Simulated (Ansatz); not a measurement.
Relaxation of a periodic cell of 17 atoms, Ba$_{16}$C (host Ba, host structure bcc, interstitial C), to a largest force component of 0.03 eV/Å in at most 60 steps.

Theory: DFT PBE, scalar-relativistic, plane waves, PAW in Ansatz. Settings: cutoff 420 eV, k mesh 2x2x2, gaussian smearing 0.15 eV, no spin polarisation.

```xyz
17
Lattice="10.0400 0.0000 0.0000 0.0000 10.0400 0.0000 0.0000 0.0000 10.0400" Properties=species:S:1:pos:R:3
Ba 0.000 0.000 0.000
Ba 5.020 0.000 0.000
Ba 0.000 5.020 0.000
Ba 0.000 0.000 5.020
Ba 2.510 2.510 2.510
Ba 5.020 5.020 0.000
Ba 5.020 0.000 5.020
Ba 7.530 2.510 2.510
Ba 0.000 5.020 5.020
Ba 2.510 7.530 2.510
Ba 2.510 2.510 7.530
Ba 5.020 5.020 5.020
Ba 7.530 7.530 2.510
Ba 7.530 2.510 7.530
Ba 2.510 7.530 7.530
Ba 7.530 7.530 7.530
C 1.297 -0.030 2.449
```

Where does it end, and by what steps?

The forces met the threshold. The force dipped under the threshold on the way, but the program's further checks kept it going. Limits of this set-up: coarse k mesh. After 4 steps the energy has fallen by 0.522 eV; Ba4 moved furthest, 0.25 Å.

```tsv
step	energy less start (eV)	largest force component (eV/Å)	accepted
0	0.0000	0.853	yes
1	-0.4586	0.261	yes
2	-0.4899	0.158	yes
3	-0.5220	0.022	yes
4	-0.5220	0.022	yes
```

```xyz
17
Lattice="10.0400 0.0000 0.0000 0.0000 10.0400 0.0000 0.0000 0.0000 10.0400" Properties=species:S:1:pos:R:3
Ba 0.208 -0.001 0.132
Ba 4.893 -0.002 0.094
Ba -0.098 5.018 -0.113
Ba 0.206 -0.001 4.879
Ba 2.319 2.383 2.507
Ba 5.075 5.018 0.065
Ba 4.894 -0.002 4.920
Ba 7.645 2.421 2.506
Ba -0.099 5.018 5.126
Ba 2.318 7.653 2.507
Ba 2.611 2.619 7.526
Ba 5.077 5.018 4.948
Ba 7.645 7.616 2.506
Ba 7.478 2.431 7.527
Ba 2.610 7.418 7.526
Ba 7.479 7.605 7.527
C 1.279 -0.002 2.506
```

The run took 43 s on 4 threads of Arm Neoverse V2, with other jobs on the host, peak memory 2.7 GiB.
